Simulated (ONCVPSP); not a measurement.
u(r) = r·R(r): atom against pseudo-atom (Os)

Columns: radius, all-electron u(r) and pseudo u(r) of the 5s shell (level -91.55 eV) of osmium in the configuration [Kr] 4d10 4f14 5s2 5p6 5d6 6s2; PBE, scalar-relativistic, ONCV scheme, ONCVPSP 4.0.1.

```csv
r (bohr),all-electron,pseudo
0.103,0.2274,0.1596
0.205,0.1140,0.3184
0.308,-0.5966,0.4786
0.410,-0.5137,0.6329
0.513,0.0220,0.7767
0.615,0.5668,0.8977
0.718,0.9503,0.9885
0.820,1.1438,1.0395
0.923,1.1919,1.0485
1.025,1.1424,1.0163
1.128,1.0370,0.9486
1.230,0.9083,0.8561
1.332,0.7749,0.7492
1.435,0.6473,0.6372
1.538,0.5325,0.5297
1.640,0.4340,0.4335
1.743,0.3498,0.3497
1.845,0.2805,0.2804
1.948,0.2231,0.2231
2.050,0.1771,0.1770
2.153,0.1397,0.1396
2.255,0.1100,0.1100
2.358,0.0863,0.0862
2.460,0.0676,0.0676
2.562,0.0529,0.0529
2.665,0.0412,0.0412
```

Task: How many radial nodes do the two functions have?

Result: The all-electron 5s function has n − l − 1 = 4 (the table is too coarse to show those close to the nucleus); the pseudo-wave has 0, since the states of the same l below it are removed with the core.

Task: At about which radius was the pseudo-wave matched?

Result: 1.80 bohr, where the columns begin to agree (steps of 0.10 bohr).

Task: Is the pseudo-wave norm-conserving?

Result: Yes: the ONCV scheme keeps the norm inside the radius equal to the all-electron one, which fixes the energy derivative of the logarithmic derivative at the level.
